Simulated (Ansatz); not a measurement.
## Ligand exchange: GeH(GeH3)Cl2 + C2HF5 → GeH2(GeH3)Cl + C2ClF5

Species: GeH(GeH3)Cl2, singlet; C2HF5 (pentafluoroethane) `FC(F)C(F)(F)F`, singlet; GeH2(GeH3)Cl, singlet; C2ClF5 (chloropentafluoroethane) `FC(F)(F)C(F)(F)Cl`, singlet. The partners trade Cl for H: Ge–Cl and C–H bonds give way to Ge–H and C–Cl.

Shapes, held fixed at every level: PBE0-D4/def2-TZVP. Programs: Ansatz 0.2.0. The zero-point and thermal change to 298 K, harmonic and unscaled (PBE0-D4/def2-TZVP), is -11.3 kJ/mol.

| level | kind | ΔH(298 K) (kJ/mol) | CPU time (sum over the molecules) |
| --- | --- | --- | --- |
| HF/def2-TZVPP | Hartree–Fock | +155.3 | – |
| SPW92/def2-TZVPP | LDA | +111.1 | 18 s |
| PBE-D4/def2-TZVPP | GGA | +125.6 | 35 s |
| PBE0-D4/def2-TZVPP | global hybrid | +132.3 | 53 s |
| wB97M-V/def2-TZVPP | range-separated hybrid | +130.7 | 2.7 min |
| wB97X-V/def2-TZVPP | range-separated hybrid | +130.8 | 1.8 min |
| B2PLYP/def2-TZVPP | double hybrid | +138.6 | 82 s |
| MP2/def2-TZVPP | perturbation theory | +139.2 | – |

MP2/def2-TZVPP gives ΔH(298 K) = +139.2 kJ/mol; the levels span +111.1 to +155.3. The median of the levels is +131.5. No measured value is set beside it here. Relativity is left out for Ge. Outer-core shells of Ge are correlated, in sets that cover them unevenly. Times are processor times on shared x86 and Arm servers, and rough.
